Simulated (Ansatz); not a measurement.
`C=C[Si](Cl)(Cl)Cl` + H₂ → `C=C[SiH](Cl)Cl` + HCl at 400 K and 1 bar (hydrogenolysis of the Si–Cl bond).

Isolated molecules relaxed with PBE0-D4/def2-TZVP in Ansatz; ΔE leaves out vibrations. CCSD(T)/CBS is the MP2 limit (def2-TZVPP, def2-QZVPP) plus CCSD(T) − MP2 in def2-TZVPP, frozen cores. This one scheme is used for every species. Each species was taken in one conformer, which may not be the lowest.

```tsv
species	CCSD(T)/CBS energy (Eh)	H − E (kJ/mol)	S (J/(mol·K))
`C=C[Si](Cl)(Cl)Cl`	-1746.47121	163.2	415.1
H₂	-1.17544	38.0	139.0
`C=C[SiH](Cl)Cl`	-1287.23514	175.9	383.7
HCl	-460.38127	29.6	195.4
```

H − E and S are ideal-gas, rigid-rotor, harmonic terms from PBE0-D4/def2-TZVP, for one conformer and one mirror image of each species. The MP2-based limit puts H₂ 0.8 mEh under its directly extrapolated value; such offsets cancel only in part. 1 Eh = 2625.50 kJ/mol, R = 8.31446 J/(mol·K).

Q: By hand: ΔE, ΔH, ΔS and ΔG.

A: ΔE = (-1287.23514) + (-460.38127) − (-1746.47121) − (-1.17544) = 0.03024 Eh = 79.4 kJ/mol. Δ(H − E) = 175.9 + 29.6 − 163.2 − 38.0 = 4.3, so ΔH = 83.7 kJ/mol. ΔS = 383.7 + 195.4 − 415.1 − 139.0 = 25.0 J/(mol·K). ΔG = 83.7 − 400 × (25.0)/1000 = 73.7 kJ/mol.

Q: By hand: the equilibrium constant, and the temperature at which ΔG would vanish if ΔH and ΔS stayed fixed.

A: log₁₀ K = −ΔG/(RT ln 10) = -9.6. ΔG = 0 at ΔH/ΔS = 3348 K, far beyond where these terms or the molecules hold.

ΔH outweighs TΔS. A doubt of 5 kJ/mol in ΔE shifts log₁₀ K by 0.7 here. Other conformers and mirror images would add mixing entropy, several J/(mol·K) or more a flexible species. These are equilibria of isolated gas molecules and say nothing of rates. Largest T1 diagnostic: 0.010 (customary marks: 0.02 for closed shells, 0.045 for open ones).
